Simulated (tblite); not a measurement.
C4H9FSSi2.
Structure used (GFN2-xTB), in Å, numbered top down from 1:
```
atom  x, y, z in Å
C1     2.7312    0.1936    0.8886
S2     2.3162   -1.4588    0.2465
Si3    0.7865   -0.9364   -1.1818
C4    -0.5979   -0.0810   -0.2438
C5    -0.7733    1.2052    0.1112
Si6   -2.4615    0.9593    0.9237
C7    -1.8106   -0.7784    0.3388
F8    -2.5572   -1.4466   -0.6197
H9     3.4710    0.0509    1.6688
H10    3.1466    0.8005    0.0897
H11    1.8403    0.6595    1.2997
H12    1.3768   -0.0013   -2.1396
H13    0.3822   -2.2142   -1.7356
H14   -0.0926    2.0184   -0.0886
H15   -2.5914    1.1457    2.3671
H16   -3.6161    1.4279    0.1684
H17   -1.5570   -1.5322    1.0899
```

Method: GFN2-xTB as coded in tblite; computed harmonic values from a numerical Hessian at the method's own geometry, unscaled. This tight-binding method is rough: wavenumbers can miss measured ones by several per cent, in bad cases by 10 to 20. Modes of hydrogen on silicon can be 10 to 20 % off. One conformer, not necessarily the lowest.

Harmonic wavenumbers (cm⁻¹): 25.6, 45.5, 62.2, 117.5, 131.0, 145.4, 191.3, 245.2, 267.7, 393.4, 441.9, 444.9, 470.4, 500.2, 563.4, 584.4, 601.3, 667.5, 680.0, 718.4, 725.7, 736.8, 755.2, 795.0, 851.7, 949.0, 958.8, 1016.0, 1072.1, 1098.6, 1194.0, 1274.6, 1320.7, 1456.0, 1459.8, 1573.3, 2259.1, 2277.0, 2316.6, 2382.3, 2921.7, 3021.5, 3028.9, 3060.6, 3067.7.

A = 2065, B = 667.8, C = 567.8 MHz; mass 163.995 u (most abundant isotopes); point group C1, symmetry number 1.

Problem. What is the zero-point energy?

Solution. ½Σν̃ = 24435 cm⁻¹ = 292.31 kJ/mol.

Problem. Give the ideal-gas entropy at 350 K and 1 bar in the rigid-rotor, harmonic-oscillator model (classical rotation).

Solution. Translation 175.79, rotation 129.18, vibration 184.95: S = 489.9 J/(mol K).

Problem. And Cp and H(350 K) − H(0)?

Solution. Cp = 202.79 J/(mol K), of which vibrations give 169.53 (their classical limit is 45 R = 374.2); H(350 K) − H(0) = 43.44 kJ/mol without the zero-point energy, 31.80 from vibrations.

Problem. What must be added to the electronic energy to get the Gibbs energy at 350 K and 1 bar?

Solution. ZPE + [H(350 K) − H(0)] − T·S = 292.31 + 43.44 − 171.47 = 164.28 kJ/mol.

Problem. How do the functions run with temperature in this model?

Solution. 
```
 T (K)  S (J/(mol K))  Cp (J/(mol K))  H − H(0) (kJ/mol)  G − H(0) (kJ/mol)  ln q(vib)
    50          265.6            65.1               2.42             -10.86       1.23
   100          318.8            90.0               6.33             -25.55       3.06
298.15          459.0           182.5              33.44            -103.43       9.68
373.15          503.2           211.0              48.23            -139.53      12.04
   500          570.4           248.3              77.49            -207.72      15.86
   750          681.1           296.9             146.14            -364.68      22.75
  1000          771.0           327.8             224.50            -546.55      28.86
```

q(vib) and H(0) count from the zero-point level.

Hindered rotation and anharmonicity are outside this model. Other conformers, if any are populated, would add a mixing term that is left out. The structure is chiral; the term R ln 2 for an equal mix with its mirror image is left out.
